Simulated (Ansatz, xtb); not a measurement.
**C5H5OP: 3 structures ranked**

3 gas-phase structures of C5H5OP, from a drawn sample of its isomers (lower ones may exist). Each was relaxed with GFN2-xTB:

A. `OC1=CC=PC=C1`, a singlet
B. `OC1=CC=CP=C1`, a singlet
C. `OC1=CC=CC=P1`, a singlet

Question: Estimate their order in r2SCAN-D4/def2-SVP energy at these geometries, lowest first.

Answer: Calculated order at r2SCAN-D4/def2-SVP: B (0.0), A (0.5), C (1.6) kcal/mol. Less than 1 kcal/mol parts B and A, so the order within that pair means little.

Energies above the lowest of each column, in kcal/mol; the last columns are at PBE-D3(BJ)/def2-SVP geometries:

| structure | GFN2-xTB | HF/STO-3G | r2SCAN-D4/def2-SVP | PBE-D3(BJ)/def2-SVP | CCSD(T)/def2-SVP + ΔMP2/def2-TZVPP |
| --- | --- | --- | --- | --- | --- |
| B | 0.0 | 0.0 | 0.0 | 0.0 | 0.0 |
| A | 0.9 | 0.0 | 0.5 | 0.4 | 1.1 |
| C | 1.6 | 1.3 | 1.6 | 1.2 | 2.5 |

Every level run on B puts it lowest or level with the lowest. Flexible structures stand in one conformer each, not always the lowest. ΔMP2 is the change of the MP2 energy from the smaller to the larger basis.

Programs: Ansatz 0.2.0, xtb 6.7.1.
